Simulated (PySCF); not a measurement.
C10H10O.
Atom-mapped SMILES: `[CH:1]#[C:2][c:3]1[cH:4][cH:5][cH:6][c:7]([O:8][CH2:9][CH3:10])[cH:11]1`

Cartesian coordinates in Å at the GFN2-xTB level; atoms count from 1:
```xyz
21
C10H10O angstrom
C     -3.4952   -2.3819    0.6901
C     -2.8079   -1.4252    0.4588
C     -2.0029   -0.2923    0.1850
C     -2.5953    0.9500   -0.0209
C     -1.7947    2.0468   -0.2876
C     -0.4225    1.9160   -0.3494
C      0.1795    0.6715   -0.1437
O      1.5364    0.6511   -0.2261
C      2.2143   -0.5730   -0.0278
C      3.7044   -0.3076   -0.1748
C     -0.6159   -0.4339    0.1243
H     -4.0975   -3.2169    0.8916
H     -3.6693    1.0460    0.0286
H     -2.2457    3.0148   -0.4489
H      0.2125    2.7626   -0.5569
H      1.9961   -0.9665    0.9752
H      1.8852   -1.3111   -0.7730
H      4.2594   -1.2303   -0.0302
H      4.0254    0.4227    0.5631
H      3.9144    0.0856   -1.1659
H     -0.1896   -1.4114    0.2879
```

NICS = −σ at a ghost point: NICS(0) at the centroid of the ring atoms, NICS(1) 1 Å to either side along the normal of their mean plane, zz for the tensor component along that normal. Level: GIAO PBE0/pcSseg-1 (PySCF, non-relativistic, gas phase) on the GFN2-xTB geometry, one conformer.

Ring bond lengths (Å), with Mayer bond orders in brackets: C3–C4 1.392 (1.43), C4–C5 1.384 (1.42), C5–C6 1.380 (1.47), C6–C7 1.398 (1.38), C7–C11 1.388 (1.37), C11–C3 1.396 (1.38).

Q: What do the NICS probes read (ppm)?

A: 
```json
{"ring": "C3–C4–C5–C6–C7–C11", "type": "6-membered carbocycle; formal bonds all aromatic", "NICS(0)": "-9.4", "NICS(1), two faces": "-10.8 / -10.9", "NICS(1)zz, two faces": "-25.7 / -25.7", "rms pucker (Å)": "0.00", "centre to ring atoms, mean (Å)": "1.39"}
```

Q: What do they say, and how far can they be read as aromaticity?

A: 
- C3–C4–C5–C6–C7–C11: mean NICS(1)zz -25.7 ppm, shielded. The ring is flat and has no four-coordinate atom; by the NICS criterion it is aromatic.

Q: How equal are the bonds by HOMA? HOMA = 1 − mean of α(R − Ropt)² over the ring bonds, with Krygowski's 1993 parameters (CC: Ropt 1.388 Å, α 257.7 Å⁻²).

A: 
- C3–C4–C5–C6–C7–C11: HOMA 0.99 = 1 − EN − GEO, with mean bond length 1.389 Å, EN = α(Ropt − mean)² = 0.001 and GEO = α × variance = 0.010. The geometric and the magnetic index point the same way.

Q: At the second NICS(1) probe listed for ring C3–C4–C5–C6–C7–C11, 1 Å off the ring, how large is the induced field along the normal in 14.1 T applied along it?

A: NICSzz × B0 = -25.7 ppm × 14.1 T = -362 μT, against the applied field.

Q: List the ring angles and the Hirshfeld charges of the ring atoms.

A: 
- C3–C4–C5–C6–C7–C11: C3 120.5° (+0.004 e), C4 119.3° (-0.054 e), C5 120.6° (-0.045 e), C6 120.4° (-0.064 e), C7 119.4° (+0.077 e), C11 119.8° (-0.070 e); sum 720.0° against 720° for a flat convex ring.

Time: 2.5 min of wall time; peak memory 1.1 GiB. Hardware: Intel Xeon at 2.50 GHz, one thread, shared host with 64 logical CPUs at a one-minute load of 50. This is the whole shielding run at PBE0/pcSseg-1, SCF included.
